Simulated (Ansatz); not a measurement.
ClFH4OSi2, SMILES `O[SiH](F)[SiH2]Cl`, relaxed with RKS PBE-D4/def2-SVP in Ansatz from a rough embedded geometry. The force threshold is 0.03 eV/Å; the program also tests the step.

Charge 0, multiplicity 1.

Start:

```xyz
9

O     1.274    0.862   -1.290
Si    0.828   -0.293   -0.185
F     0.931   -1.692   -0.944
Si   -1.274    0.030    0.637
Cl   -1.404    1.816    1.715
H     1.699    0.479   -2.084
H     1.887   -0.291    0.885
H    -2.289    0.113   -0.374
H    -1.651   -1.024    1.641
```

**Question.** By how much does the energy fall, and how many steps does the optimiser take? (Estimate.)

**Answer.** Ansatz gave: 25.71 kJ/mol, in 12 steps, 1 of them rejected.

**Question.** Which bonds change most? (Best estimate.)

**Answer.** Ansatz gave: Si4–H8 from 1.435 to 1.502 Å; Si2–Si4 from 2.280 to 2.347 Å; Si2–F3 from 1.595 to 1.645 Å; O1–Si2 from 1.659 to 1.669 Å.

**Question.** Give the relaxed structure. (Estimate.)

**Answer.** The calculation gave: 
```xyz
9

O     1.005    0.728   -1.477
Si    0.829   -0.365   -0.229
F     0.887   -1.907   -0.801
Si   -1.309    0.021    0.658
Cl   -1.213    1.857    1.657
H     1.909    0.863   -1.812
H     1.946   -0.251    0.774
H    -2.354    0.097   -0.418
H    -1.699   -1.042    1.648
```
